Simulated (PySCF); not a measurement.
# Spin-orbit coupling and the first ionisation energy along the 3d series

Two-component X2C-1e calculated with PySCF 2.14: MP2 on generalised Hartree-Fock spinors (GMP2), with spin-orbit coupling off and on (screened by Boettger's factors); no Breit or QED terms. Values in eV; the references (NIST) lie between the lowest levels. Elements whose determinants are no pure J levels are left out.

```tsv
element	configurations	spin-free	with spin-orbit	shift	reference
Cr (x2c-TZVPPall-2c, [Ne] frozen)	[Ar] 3d5 4s1 → [Ar] 3d5	6.745	6.745	0.000	6.767
Mn (x2c-TZVPPall-2c, [Ne] frozen)	[Ar] 3d5 4s2 → [Ar] 3d5 4s1	7.066	7.066	0.000	7.434
Fe (x2c-TZVPPall-2c, [Ne] frozen)	[Ar] 3d6 4s2 → [Ar] 3d6 4s1	7.543	7.542	-0.001	7.902
Co (x2c-TZVPPall-2c, [Ne] frozen)	[Ar] 3d7 4s2 → [Ar] 3d8	7.023	7.034	0.011	7.881
Ni (x2c-TZVPPall-2c, [Ne] frozen)	[Ar] 3d8 4s2 → [Ar] 3d9	6.495	6.545	0.050	7.640
Cu (x2c-TZVPPall-2c, [Ne] frozen)	[Ar] 3d10 4s1 → [Ar] 3d10	7.600	7.601	0.000	7.726
Zn (x2c-TZVPPall-2c, [Ne] frozen)	[Ar] 3d10 4s2 → [Ar] 3d10 4s1	9.108	9.108	0.000	9.394
```

The largest shift is at Ni, 0.050 eV, where spin-orbit coupling lowers the species with more electrons by more than the one with fewer (starting occupations 3d3/2^4 3d5/2^4 and 3d3/2^4 3d5/2^5).

What remains against the references is mostly the basis and correlation beyond MP2.
